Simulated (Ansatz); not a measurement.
A nudged elastic band was laid between two geometries of FH5OSi2Sn (10 atoms, charge 0, multiplicity 1).

The calculation used RKS PBE-D4/def2-SVP (Ansatz 0.2.0).

```json
{"movable images": "9", "climbing image": "yes", "spring": "5.0 eV/Å²", "optimiser": "quadratic models (default)", "start path": "through a guess of the saddle point", "force threshold": "0.05 eV/Å", "iteration limit": "50", "end points": "relaxed"}
```

Initial state:

```xyz
10
Properties=species:S:1:pos:R:3
F -2.212 -0.505 0.709
Si -0.770 -0.169 0.007
Si 0.780 -1.772 0.751
O -0.782 0.385 -1.528
Sn -0.167 2.248 -0.432
H 0.704 -1.866 2.249
H 2.147 -1.311 0.331
H 0.474 -3.110 0.136
H -1.392 3.366 -0.955
H 1.300 2.682 -1.267
```

Final state:

```xyz
10
Properties=species:S:1:pos:R:3
F -1.867 -0.033 1.466
Si -0.731 -0.038 0.284
Si 0.789 -1.767 0.759
O -1.216 0.316 -1.233
Sn -0.048 2.173 -0.742
H 0.129 -3.100 0.531
H 1.233 -1.652 2.190
H 1.965 -1.607 -0.162
H -1.245 3.405 -1.017
H 1.073 2.252 -2.073
```

Which bonds break or form, and what moves?

No bond is made or broken. The dihedral Sn5–Si2–Si3–H6 goes from 95 to -145°. The two ends are copies of one structure, up to a mirror image or an exchange of like atoms.

Give the energies along the band, and the barrier.

The run converged. The highest image is number 5 of 0 to 10, 0.034 eV above the ends, which have the same energy within 2 meV. A vibrational analysis at the climbing image gives one clearly imaginary mode, 94i cm⁻¹: a first-order saddle point.

| image | path coordinate (Å) | energy (eV) | dihedral Sn5–Si2–Si3–H6 (°) |
| --- | --- | --- | --- |
| 0 | 0.00 | 0.000 | 95 |
| 1 | 0.44 | 0.004 | 107 |
| 2 | 0.87 | 0.013 | 119 |
| 3 | 1.31 | 0.023 | 131 |
| 4 | 1.75 | 0.031 | 143 |
| 5 | 2.19 | 0.034 | 154 |
| 6 | 2.63 | 0.030 | 166 |
| 7 | 3.08 | 0.021 | 178 |
| 8 | 3.52 | 0.010 | -170 |
| 9 | 3.97 | 0.002 | -158 |
| 10 | 4.41 | 0.000 | -145 |

What is the geometry of the highest image?


```xyz
10
Properties=species:S:1:pos:R:3:forces:R:3
F -2.046 -0.191 1.233 -0.02 0.00 0.01
Si -0.776 -0.093 0.203 0.03 0.04 0.00
Si 0.794 -1.758 0.773 0.00 0.00 0.02
O -1.079 0.299 -1.349 0.00 0.02 -0.02
Sn -0.099 2.201 -0.641 -0.01 -0.04 0.00
H 0.221 -2.712 1.782 0.00 -0.01 0.00
H 2.000 -1.069 1.349 0.00 0.00 0.00
H 1.181 -2.485 -0.483 0.01 -0.01 -0.02
H -1.307 3.378 -1.065 0.00 0.00 0.00
H 1.193 2.379 -1.799 -0.01 0.00 0.00
```

Time of the run: 3.5 min on 2 threads of Arm Neoverse V1, on a shared host, peak memory 0.17 GiB.
